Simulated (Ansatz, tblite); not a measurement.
Removing an electron: cyclo-(SbH)3 (Sb₃H₃). Total charge 0; singlet. Geometry: PBE-D4/def2-SVP. Ansatz, gas phase; energy differences of separate SCF runs; the oxidised species was run as a doublet alone.

Cartesian coordinates in Å:
```
Sb 0.905 1.093 -1.234
Sb -1.330 -0.735 -1.107
Sb 1.192 -1.450 0.110
H 0.416 1.872 0.237
H -1.896 -0.020 0.368
H 0.713 -0.760 1.627
```

In the def2 sets Sb takes a core potential; there is no spin–orbit coupling. The xTB rows come from tblite. HOMO above LUMO, or a gap near zero within one spin, warns that the state may not be the lowest or that an electron is smeared out.

```
              level  −HOMO (eV)  vertical IE (eV)  −LUMO (eV)  HOMO–LUMO gap (eV)                                     remarks
           GFN1-xTB        9.50             12.76        6.79                2.71                                           –
           GFN2-xTB        9.08             11.71        6.89                2.19                                           –
   PBE-D4/def2-TZVP        5.78              8.23        2.30                3.48  gap within one spin near zero (+1 doublet)
r2SCAN-D4/def2-TZVP        6.01              8.30        2.25                3.75                                           –
  PBE0-D4/def2-TZVP        6.61              8.32        1.71                4.90                                           –
```

  Raw xTB energy differences between charge states are shifted by several eV; the methods need an empirical correction for them.
